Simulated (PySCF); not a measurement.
An unknown is described by computed data only.

Formula: BrH5PSi; charge +1.

| Property | Result |
| --- | --- |
| UV, first state | lowest singlet excitation: 6.01 eV (206 nm, f = 0.006) [TDDFT PBE0/def2-SVPD] |
| Polarisability | 68.1 au [PBE0/def2-SVPD] |
| UV, strongest line | among the 10 lowest singlet transitions: S5 at 6.77 eV (183 nm, f = 0.036) [TDDFT PBE0/def2-SVPD] |
| XPS | Si2p3/2 113.4, P2p3/2 144.0, Si1s 1853.3, P1s 2157.6 eV [ΔSCF SCAN, pcX-2 on the ionised atom, pcseg-1 elsewhere, spin-free X2C, 2p3/2 from a spin–orbit splitting computed afterwards within the 2p shell] |
| Rotational structure | rotational constants A, B, C: 8.429, 1.627, 1.407 GHz [PBE0-D3(BJ)/def2-SVP] |
| Triplet | lowest triplet excitation (Tamm–Dancoff): 5.63 eV [TDA PBE0/def2-SVPD] |

The electronic properties come from PySCF, for the isolated species, density fitting. Levels stand in brackets. Geometry: PBE0-D3(BJ)/def2-SVP; no solvent, vibrations or thermal averaging. Relativistic effects, spin–orbit coupling among them, are left out (core-ionisation runs apart) although an element past zinc is present.

Question: Give a SMILES that accounts for the data.

Answer: Numbering: `[PH3+:1][SiH2:2][Br:3]`. The core levels belong to: Si2p3/2 113.4 eV, SiH2 silicon [Si2]; P2p3/2 144.0 eV, phosphorus bonded to Si and 3 H [P1]; Si1s 1853.3 eV, SiH2 silicon [Si2]; P1s 2157.6 eV, phosphorus bonded to Si and 3 H [P1]. No core level of Br was computed. S1 is mainly HOMO→LUMO (weight 0.97); the largest Löwdin shares of the orbital it empties are 0.80 on the bromine bonded to Si and 0.12 on the SiH2 silicon, of the orbital it fills 0.31 on the phosphorus bonded to Si and 3 H, 0.23 on the SiH2 silicon, 0.21 on the bromine bonded to Si and 0.09 on a P–H hydrogen. The optimised geometry has point group Cs and is an asymmetric top. Structure: `Br[SiH2][PH3+]`. The assignments are read from this structure; whether some other isomer fits the data as well wasn't checked.
